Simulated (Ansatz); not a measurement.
`[NH2][Mo](=[O])(=[O])[OH]` + HCl → `[NH2][Mo](=[O])(=[O])[Cl]` + H₂O at 600 K and 1 bar (ligand exchange at a Mo–O bond).

Computed with Ansatz on PBE0-D4/def2-TZVP structures; ΔE is electronic, products minus reactants. CBS: MP2 limit from def2 TZ/QZ plus the TZ coupled-cluster correction, frozen cores. This one scheme is used for every species. Elements past krypton have def2 core potentials. For Mo outer-core shells are correlated without core-valence functions, which leaves a few kJ/mol of doubt a bond. Each species was taken in one conformer, which may not be the lowest.

```tsv
species	CCSD(T)/CBS energy (Eh)	H − E (kJ/mol)	S (J/(mol·K))
`[NH2][Mo](=[O])(=[O])[OH]`	-350.30648	177.1	427.4
HCl	-460.38127	35.4	207.2
`[NH2][Mo](=[O])(=[O])[Cl]`	-734.32634	142.0	420.1
H₂O	-76.37941	76.8	212.8
```

H − E and S are ideal-gas, rigid-rotor, harmonic terms from PBE0-D4/def2-TZVP, for one conformer and one mirror image of each species. 1 Eh = 2625.50 kJ/mol, R = 8.31446 J/(mol·K).

Q: By hand: ΔE, ΔH, ΔS and ΔG.

A: ΔE = (-734.32634) + (-76.37941) − (-350.30648) − (-460.38127) = -0.01800 Eh = -47.3 kJ/mol. Δ(H − E) = 142.0 + 76.8 − 177.1 − 35.4 = 6.3, so ΔH = -41.0 kJ/mol. ΔS = 420.1 + 212.8 − 427.4 − 207.2 = -1.7 J/(mol·K). ΔG = -41.0 − 600 × (-1.7)/1000 = -40.0 kJ/mol.

Q: By hand: the equilibrium constant, and the temperature at which ΔG would vanish if ΔH and ΔS stayed fixed.

A: log₁₀ K = −ΔG/(RT ln 10) = 3.5. ΔG = 0 at ΔH/ΔS = 24118 K, far beyond where these terms or the molecules hold.

The number of gas molecules stays the same, so ΔS is small and ΔH decides. A doubt of 5 kJ/mol in ΔE shifts log₁₀ K by 0.4 here. Other conformers and mirror images would add mixing entropy, several J/(mol·K) or more a flexible species. These are equilibria of isolated gas molecules and say nothing of rates. Largest T1 diagnostic: 0.025 (customary marks: 0.02 for closed shells, 0.045 for open ones).
